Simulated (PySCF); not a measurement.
C₂H₄BFO₂.
SMILES: `FB1OCCO1`

The closed-shell ground state was solved at several levels (PySCF, density fitting, gas phase, non-relativistic). Geometry: PBE0-D3(BJ)/def2-SVP; no solvent, vibrations or thermal averaging.

| level | basis functions | total energy (Eh) | HOMO (eV) | LUMO (eV) | gap (eV) | dipole (D) |
| --- | --- | --- | --- | --- | --- | --- |
| B3LYP/pcJ-1 | 202 | -353.9197 | -8.10 | 0.81 | 8.91 | 3.48 |
| PBE0/pcSseg-1 | 122 | -353.4942 | -8.35 | 1.12 | 9.47 | 3.48 |
| wB97X-D/def2-SVPD | 161 | -353.5554 | -10.36 | 1.67 | 12.03 | 3.39 |

Problem. What might KT2/pcSseg-2 (272 basis functions) give for the same quantities?

Solution. Total energy -359.3555 Eh, HOMO -6.93 eV, LUMO -0.44 eV, gap 6.49 eV, dipole 3.11 D.

Problem. Over all these levels, which gives the widest orbital gap and which the narrowest?

Solution. wB97X-D/def2-SVPD (range-separated hybrid) has the widest, 12.03 eV, and KT2/pcSseg-2 (GGA) the narrowest, 6.49 eV. Functional and basis both differ between the two, so the spread mixes both effects.

Problem. How far do the dipole and the HOMO energy spread over the levels?

Solution. The dipole runs from 3.11 to 3.48 D (mean 3.37 D) and the HOMO from -10.36 to -6.93 eV.

Note: wB97X-D ran without an empirical dispersion term, which enters the total energy and its gradient alone.
